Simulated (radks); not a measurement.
Values are calculated unless marked as measured or tabulated.
Problem. The tantalum ion Ta8+ is in [Kr] 4d10 4f12 5s2 5p5. Level of theory: scalar-relativistic Kohn-Sham, BLYP, spin-polarised, spherical densities, finite nucleus; Fermi nuclear charge, rms radius of each element as measured or else 0.836 A^(1/3) + 0.57 fm (a radial shooting solver on a logarithmic mesh with Libxc functionals). Open shells are filled with parallel spins first. One electron is removed from 4d, 4f, 5s, 5p in turn, with full relaxation. Which removal costs least, and what does each cost?

Solution. 5p 161.79 eV; 4f 171.29 eV; 5s 201.20 eV; 4d 371.89 eV. The 5p electron leaves first.
